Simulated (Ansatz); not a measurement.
Fe(OH) (FeHO), SMILES [OH][Fe] (connectivity only; charge and spin as stated), neutral, multiplicity 6.

The structure is a stationary point at B3LYP-D3(BJ)/def2-TZVP. The geometry has at least one imaginary mode, so it is a saddle point at that level. The multiplicity is an assumed one; other spin states were not compared.

Two levels are set side by side: PBE/def2-TZVPD (Ansatz, a program for electronic structure) and CAM-B3LYP/def2-TZVPD (Ansatz). Energy differences of separate SCF runs at the same geometry; the states with an electron removed or added have multiplicity 5 and 5. Differences are taken from unrounded values.

```json
[
 {"quantity": "vertical ionisation energy (eV)", "CAM-B3LYP": "7.64", "PBE": "7.45", "PBE minus CAM-B3LYP": "-0.18"},
 {"quantity": "vertical electron affinity (eV)", "CAM-B3LYP": "1.02", "PBE": "1.09", "PBE minus CAM-B3LYP": "0.08"}
]
```
